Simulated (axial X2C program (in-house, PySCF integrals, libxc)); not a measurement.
**Density and ELF of AlZn**

Computed with an in-house relativistic program for diatomic molecules. Two-component (2c) means X2C with spin–orbit coupling and atomic mean-field two-electron Coulomb and Gaunt terms. Basis: Zn dyall-cv3z [9s10p6d3f2g], Al dyall-v3z [8s8p2d1f] (cores contracted in-house); Gaussian nuclei, density fitting, unrestricted open shells. Masses: Zn 63.929 u, Al 26.982 u.

PBE0, with spin–orbit coupling, state Ω = 1/2 (⟨Sz⟩ = -0.50, ⟨Lz⟩ = 1.00 at PBE0); Zn at z = 0, Al at z = 2.696 Å.

The maps cover the half plane through the axis: z from -2.4 to 4.8 Å along the bond, ρ from 0.15 to 2.25 Å away from it (steps of 0.3 Å, the bottom row nearest the axis).

log10 of the density in e/bohr³:

digits 0 to 9 span -4.33 to 1.37 evenly
```
0001112222222222222222110
0011222222222233333322211
0112233333333333333333221
1122333444433334444433322
1223344454444444444443322
1223445565544444555444332
1233456787654445676544332
1233456898655455898544432
```

Electron localisation function (collinear form, no current term, damped to 0 at low density):

digits 0 to 9 span 0.00 to 1.00 evenly
```
0000012222110124566543100
0001244444211235778775310
0013555544432246889887531
0135544333433357899998752
0255432222233467667999863
1455321222124552000489874
1454312575224530473059875
2554214737313511838128885
```

Axial spin density in 10⁻³ e/bohr³:

digits 0 to 9 span -1.98 to 1.98 evenly, values beyond are clipped
```
5544444444433322222334444
5544444443332210000123444
5554444433221000000013444
5555544332210000000002344
5555554322100000000002444
5555555433210000000014455
5555665455433210253356555
5555676793445566203798655
```

The state is a single determinant with fixed occupations, the lowest that a limited PBE0 search found. Density functionals use the spin component along the axis (collinear). PBE0 can misorder states that lie within some tenths of an eV, so this need not be the ground state of the molecule. The nearest other 2c determinant of the search, Ω = 3/2, lies 0.02 eV up at the distance of the search. Without a current term, density functionals place determinants with orbital angular momentum somewhat too high.
